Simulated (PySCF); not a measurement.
Delta-SCF ions had no search for a lower state. Excitations are Tamm–Dancoff values on a coarser integration grid. The basis has no diffuse functions, so Rydberg states are missing or too high.

## CH₅NSi, SMILES `CN=[SiH2]` (charge 0, multiplicity 1)

All values below come from r2SCAN-D4/def2-TZVP run with PySCF.

- HOMO = -5.68 eV
- dipole moment = 1.52 D
- HOMO–LUMO gap = 3.50 eV
- LUMO = -2.18 eV
- S1 excitation (TDA) = 3.60 eV
- S1 oscillator strength = 0.001
- brightest of the four lowest singlets (TDA) = 6.21 eV
- T1 excitation (TDA) = 2.78 eV
- S1–T1 gap (TDA) = 0.83 eV
- vertical ionisation energy (Delta-SCF) = 8.70 eV
- total energy = -385.2676 Ha
- cost = very roughly 6 core-minutes

Bonds (Å): C1–N2 1.430, C1–H4 1.097, C1–H5 1.099, C1–H6 1.097, N2–Si3 1.589, Si3–H7 1.475, Si3–H8 1.494. Angles (°): N2–C1–H4 109.6, N2–C1–H5 115.5, N2–C1–H6 109.6, H4–C1–H5 107.8, H4–C1–H6 105.9, H5–C1–H6 107.8, C1–N2–Si3 135.5, N2–Si3–H7 118.0, N2–Si3–H8 128.2, H7–Si3–H8 113.8.
